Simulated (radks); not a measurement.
Numerical settings for neutral potassium, [Ar] 4s1. All-electron calculation, Dirac Kohn-Sham, PBEsol, spin-unpolarised, spherical densities, finite nucleus; Fermi nuclear charge, rms radius 3.4349 fm. Program: a radial shooting solver on a logarithmic mesh with Libxc functionals. The defaults (mesh step 0.008 in ln r, mesh end at 40 bohr or more with all orbitals vanishing there, Anderson mixing 0.5 over 9 steps, residual threshold near 1e-9 with the energy settled to 1e-9 hartree or 1e-11 of itself, here a cap of 75 iterations) give E = -601.2870 hartree and 4s1/2 at -2.301 eV in 14 iterations. Run on one thread of a shared host, so times are rough (Intel(R) Xeon(R) Platinum 8488C): 0.1 s of CPU time, 0.1 s wall, 14 iterations on 2381 mesh points. Changes against that run (0 stands for a change within the tolerance of the run):

| setting | iterations | converged | E (mhartree) | e(4s1/2) (meV) | CPU (s) |
|---|---|---|---|---|---|
| mesh step in ln r 0.2 | 75 | no | -1.93e+06 | - | 0.2 |
| mesh step in ln r 0.05 | 14 | yes | -0.000219 | -0.00461 | 0.03 |
| mesh step in ln r 0.012 | 14 | yes | 0 | 0 | 0.07 |
| mesh end (bohr) 12 | 14 | yes | +1.18 | +87.6 | 0.1 |
| mesh end (bohr) 1 | 13 | level above zero | +1.22e+05 | +1.15e+06 | 0.06 |
| residual threshold 0.001 | 8 | yes | 0 | +1.07 | 0.07 |
| residual threshold 1e-16 | 75 | no | 0 | 0 | 0.29 |
| mixing 2.5 | 15 | yes | 0 | 0 | 0.11 |
| linear mixing, mixing 0.5 | 33 | yes | 0 | 0 | 0.18 |
| linear mixing, mixing 0.2 | 75 | no | 0 | 0 | 0.37 |
| mixing history 20 | 17 | yes | 0 | 0 | 0.12 |
| iteration cap 8 | 8 | no | 0 | +0.0999 | 0.06 |

Settled on a wrong energy, with an occupied level pushed above zero by the early mesh end: mesh end (bohr) 1 (+122 hartree). Apart from these: settings that end as converged yet miss the energy by more than 1 mhartree: mesh end (bohr) 12 (+0.00118 hartree). A mesh that ends early acts as a hard wall.
